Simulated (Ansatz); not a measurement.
Coupled-cluster diagnostics for K2Te (the lowest singlet isomer of a short search), Ansatz.

Geometry of the singlet (PBE-D4/def2-TZVP):

| atom | x (Å) | y (Å) | z (Å) |
| --- | --- | --- | --- |
| K1 | 0.465 | 2.520 | -0.876 |
| K2 | 0.598 | -2.544 | 0.712 |
| Te3 | -1.063 | 0.024 | 0.164 |

In the def2 sets Te takes a core potential; there is no spin–orbit coupling. Correlated methods freeze 14 core orbitals; core or outer-core shells of K, Te are correlated, in sets that lack core-valence functions. In CCSD on the charge -1 doublet the largest single amplitude is 0.37, so its Hartree–Fock determinant may place the open shell otherwise than the density functionals do. At PBE0-D4/def2-TZVP a singlet of charge 0 lies 1.12 eV below the triplet, each at its own geometry. At PBE0-D4/def2-TZVP a singlet of charge 0 lies 3.92 eV below the quintet, each at its own geometry. The structure comes from a short search, and lower isomers may exist.

Geometry of the charge 0 triplet (PBE-D4/def2-TZVP):

Cartesian coordinates in Å:
```
K 0.341 -0.785 -2.094
K -1.088 1.807 0.817
Te 0.747 -1.022 1.277
```

Geometry of the charge 0 quintet (PBE-D4/def2-TZVP):

```xyz
3

K     0.4507   -0.9789   -4.1497
K    -0.3874    0.8309    4.1882
Te   -0.0633    0.1479   -0.0385
```

(1) Estimate the CCSD(T) correlation energy, the shares of MP2 and (T), T1 and the reference's ⟨S²⟩ for: charge 0, singlet, own geometry in def2-TZVPP; charge 0, singlet, own geometry in def2-TZVPD; charge 0, triplet, own geometry in def2-TZVPP; charge 0, quintet, own geometry in def2-TZVPP; charge 1, doublet, vertical in def2-TZVPP; charge -1, doublet, vertical in def2-TZVPD; and the rough time on 4 threads of Arm Neoverse V1 on a shared host.

Answers

(1) 
```tsv
state	basis	correlation (eV)	MP2 share (%)	(T) share (%)	T1	⟨S²⟩ (pure)	wall time	remarks
charge 0, singlet, own geometry	def2-TZVPP	-21.938	98.4	2.1	0.012	0.00 (0.00)	3.3 s	–
charge 0, singlet, own geometry	def2-TZVPD	-22.018	98.4	2.2	0.012	0.00 (0.00)	4.6 s	–
charge 0, triplet, own geometry	def2-TZVPP	-21.136	97.7	1.7	0.013	2.01 (2.00)	12 s	–
charge 0, quintet, own geometry	def2-TZVPP	-20.432	97.6	1.5	0.014	6.01 (6.00)	11 s	–
charge 1, doublet, vertical	def2-TZVPP	-20.938	98.0	1.6	0.006	0.76 (0.75)	11 s	–
charge -1, doublet, vertical	def2-TZVPD	-22.228	98.0	2.3	0.051	0.75 (0.75)	33 s	large T1 (0.051)
```
Customary marks for T1 are 0.02 (closed shells), 0.045 (open shells) and about 0.05 (3d metals). T1 exceeds 0.02 in 1 of 6 rows and 0.045 in 1; the higher it lies, the less the single-reference result can be trusted.
